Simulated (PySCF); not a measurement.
**Two-component Hartree-Fock for La(21+) (lanthanum, charge +21)**

Start: [Kr]. Calculated with PySCF 2.14 in an uncontracted even-tempered set (18 s from 1.4 bohr⁻², ratio 2.8; 14 p from 1.8 bohr⁻², ratio 2.8; 9 d from 3.2 bohr⁻², ratio 2.8; 4 f from 11 bohr⁻², ratio 3): generalised Hartree-Fock with the X2C-1e Hamiltonian and a Gaussian nucleus; spin-orbit coupling (SO) screened by Boettger's factors.

```
spinor shell  electrons  ε, screened SO (eV)  weight of nominal j (screened SO)  rms radius, screened SO (bohr)
       1s1/2          2             -39700.3                              1.000                          0.0286
       2s1/2          2              -6915.8                              1.000                           0.116
       2p1/2          2              -6543.2                              1.000                          0.1000
       2p3/2          4              -6126.0                              1.000                           0.106
       3s1/2          2              -1953.1                              1.000                           0.302
       3p1/2          2              -1796.2                              1.000                           0.293
       3p3/2          4              -1711.1                              1.000                           0.304
       3d3/2          4              -1439.3                              1.000                           0.276
       3d5/2          6              -1421.2                              1.000                           0.279
       4s1/2          2              -786.26                              1.000                           0.645
       4p1/2          2              -717.96                              1.000                           0.660
       4p3/2          4              -695.38                              1.000                           0.683
```

```json
{"quantity": "E (hartree)", "screened SO": "-8305.83990"}
{"quantity": "M_J", "screened SO": "0"}
{"quantity": "⟨J²⟩", "screened SO": "0.000"}
{"quantity": "⟨L²⟩", "screened SO": "0.026"}
{"quantity": "⟨S²⟩", "screened SO": "0.026"}
```

Breit and QED terms are absent; they matter most for the inner s and p1/2 levels.

Densities and radii are taken from the X2C orbitals without a picture-change correction, which distorts them close to the nucleus.
